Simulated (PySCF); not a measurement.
C₂H₈N, SMILES CC[NH3+], charge +1.

Geometry: B3LYP-D3(BJ)/def2-SVP. The isomer is the one that the SMILES or the coordinates give; other isomers of the formula were not compared.

Level of theory: PySCF with PBE/def2-TZVPD.

Question: Estimate the frontier levels, gap, dipole moment and polarisability. (The exact figures need the calculation; the answer reports its results.)

Answer: 
```yaml
highest_occupied_level: -13.76 eV
lowest_empty_level: -6.05 eV
orbital_gap: 7.71 eV
dipole_moment_about_the_centre_of_nuclear_charge: 3.80 D
mean_static_polarisability: 33.4 bohr³ (4.96 Å³)
polarisability_principal_values: 30.3, 32.3, 37.7 bohr³
```
